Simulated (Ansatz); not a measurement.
Gas-phase electronic energies from Ansatz, PBE0-D4/def2-TZVP geometries. CBS: MP2 limit from def2 TZ/QZ plus the TZ coupled-cluster correction, frozen cores. This one scheme is used for every species. DFT in def2-TZVPP. Each species was taken in one conformer, which may not be the lowest.

`CCCCCC(C)(C)C` + CH₄ → `CCCCC(C)(C)C` + ethane  (formal exchange of groups at a C–C bond)

```tsv
level	ΔE (kJ/mol)
PBE-D4	4.5
PBE	-1.3
```

What does CCSD(T)/CBS give? (Best estimate.)

The calculation gave: +5.9 kJ/mol. The listed levels differ from it by -1.4, -7.2 kJ/mol.

Largest T1 diagnostic among the species: 0.009.

In def2-TZVPP, CCSD(T) changes the Hartree–Fock value by +13.3 kJ/mol (the triples alone add +2.1 kJ/mol) and MP2 by +15.1 kJ/mol. Leaving LDA and LC-ωPBE aside and taking each functional with its dispersion term where it has one, the values, not all of them listed here, spread over 5.8 kJ/mol, from B2PLYP to revPBE-D4. LDA lies +8.8 kJ/mol from PBE without D4. The D4 term adds +8.6 kJ/mol with B3LYP and +5.3 kJ/mol with PBE0; it sums over pairs of atoms, weighted by their polarisabilities, and B3LYP, whose exchange is more repulsive, gets the larger term.

B3LYP here is the variant with VWN-RPA as its local correlation; programs differ in this.

CCSD(T)/CBS has its own doubt, a few kJ/mol and more with outer-core shells, so smaller differences from it don't rank the levels.
